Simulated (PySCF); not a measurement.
# State search for SbS

Unrestricted PBE0; PySCF, scalar-relativistic core potentials, basis sets Sb cc-pVDZ-PP with ECP28, S cc-pV(D+d)Z. Outer shells of the fragments: Sb 4d10 5s2 5p3; S 3s2 3p4.

Followed along the bond (rough minima from three points):

```
2Ms+1     unpaired  ⟨S²⟩ at the start  R at minimum (Å)  Te (eV)
    2          π ↑               0.80              2.23     0.00
    4        π ↑↑↑               3.76  none in the scan   ≤ 1.39
    6  σ ↑, π ↑↑↑↑               8.75  none in the scan   ≤ 5.07
```

Solutions found at the starting distance of 2.350 Å, counted from the lowest of them; the search is not exhaustive and high or unbound solutions are not listed, so other states can lie among these:

| 2Ms+1 | unpaired | term | E (eV) | ⟨S²⟩ | ⟨Lz²⟩ | μ (D) |
| --- | --- | --- | --- | --- | --- | --- |
| 2 | π ↑ | ²Π | 0.00 | 0.80 | 1.00 | -2.88 |
| 4 | π ↑↑↑ | ⁴Π | 1.31 | 3.76 | 1.00 | -1.02 |
| 2 | π ↑↑↓ | mixed | 1.66 | 1.76 | 3.02 | -1.02 |
| 4 | σ ↑, π ↑↑ | ⁴Σ⁻ | 2.38 | 3.76 | 0.00 | -2.41 |
| 2 | σ ↓, π ↑↑ | mixed | 2.84 | 1.76 | 0.00 | -2.42 |
| 2 | π ↑ | mixed | 2.85 | 0.75 | 3.01 | -1.08 |
| 2 | σ ↑, π ↑↓ | mixed | 2.89 | 1.76 | 2.01 | -2.25 |
| 4 | σ ↑, π ↑↑ | mixed | 4.40 | 3.76 | 2.01 | -0.55 |
| 4 | σ ↑, π ↑↑ | mixed | 4.84 | 3.75 | 2.01 | -0.96 |
| 2 | σ ↓, π ↑↑ | mixed | 4.86 | 1.76 | 2.01 | -0.50 |
| 4 | σ ↑↑, π ↑ | ⁴Π | 5.25 | 3.78 | 1.00 | -1.61 |
| 6 | σ ↑, π ↑↑↑↑ | ⁶Σ⁺ | 6.21 | 8.75 | 0.00 | 3.37 |
| 6 | σ ↑↑, π ↑↑↑ | ⁶Π | 6.30 | 8.75 | 1.01 | 0.87 |

A term symbol is given only where ⟨S²⟩ and ⟨Lz²⟩ are close to those of a pure state; real π, δ and φ orbitals otherwise mix terms. A positive dipole means Sb(−)S(+).

Spin–orbit coupling is left out. Counting both spins, an empty level lies below a filled one in some of these solutions, because spin and occupation are held.
